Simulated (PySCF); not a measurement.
**`c1(=O)c(F)c1B(F)F`, C3BF3O**

Geometry:
| atom | x (Å) | y (Å) | z (Å) |
| --- | --- | --- | --- |
| O1 | -1.602 | 1.895 | 0.568 |
| C2 | -1.180 | 0.810 | 0.319 |
| C3 | -1.231 | -0.579 | 0.096 |
| F4 | -1.839 | -1.721 | -0.025 |
| C5 | -0.009 | -0.044 | -0.001 |
| B6 | 1.520 | -0.113 | -0.257 |
| F7 | 2.012 | 0.220 | -1.426 |
| F8 | 2.342 | -0.461 | 0.703 |

Theory: quadratic response CAM-B3LYP/def2-TZVPD first hyperpolarisability, Taylor convention, gas phase in PySCF. Geometry: PBE0-D3(BJ)/def2-SVP.

Give β for the processes computed.

In au, Taylor convention; the vector part is βᵢ = ⅓ Σⱼ (βᵢⱼⱼ + βⱼᵢⱼ + βⱼⱼᵢ); β∥ is 3/5 of the vector part along the dipole, the dipole points from − to +:
```tsv
process	λ (nm)	β vector norm	β∥	β HRS	depolarisation ratio
static β(0;0,0)	∞	148.3	-65.5	65.3	4.16
second harmonic β(−2ω;ω,ω)	1907	157.4	-70.0	69.1	4.21
Pockels β(−ω;ω,0)	1907	151.2	-67.0	–	–
second harmonic β(−2ω;ω,ω)	1064	180.9	-81.8	78.7	4.33
Pockels β(−ω;ω,0)	1064	158.1	-70.4	–	–
```

Which lowest excitations, dipole and polarisabilities go with it?

S1 4.78 eV (f = 0.001); S2 6.08 eV (f = 0.011); S3 6.28 eV (f = 0.001); dipole 2.55 D; isotropic α 49.4 au static, 49.6 au at 1907 nm, 49.8 au at 1064 nm, 49.9 au at 953.5 nm, 51.1 au at 532 nm.
